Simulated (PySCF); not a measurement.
# Effect of structural changes

Method used: TDA CAM-B3LYP/aug-cc-pVDZ excited states, vertical, gas phase in PySCF 2.14.0. Geometry: PBE0-D3(BJ)/def2-SVP.

Each molecule in one low-energy conformer.

Scalar relativity is left out, which matters for the atoms heavier than Zn.

**Question.** Order by vertical S1–T1 gap, lowest first.
A. C[Se]c1cnc2nsnc2n1
B. O=Cc1cnc2nsnc2n1
C. Brc1cnc2nsnc2n1

**Answer.** B (0.45 eV), C (0.56 eV), A (0.91 eV).

All values:
```tsv
molecule	change	S1 (eV)	S1 from	f(S1)	T1 (eV)	T1 from	S1 − T1 (eV)	S0–T1 spin-orbit coupling (cm⁻¹)	S1–T1 spin-orbit coupling (cm⁻¹)
C[Se]c1cnc2nsnc2n1	H replaced by SeCH3	3.42	HOMO−1→LUMO	0.002	2.51	HOMO→LUMO	0.91	2.37	138.64
Brc1cnc2nsnc2n1	H replaced by Br	3.45	HOMO−1→LUMO	0.002	2.89	HOMO→LUMO	0.56	0.93	99.39
O=Cc1cnc2nsnc2n1	H replaced by CHO	3.03	HOMO→LUMO	0.001	2.58	HOMO→LUMO	0.45	24.54	0.18
```
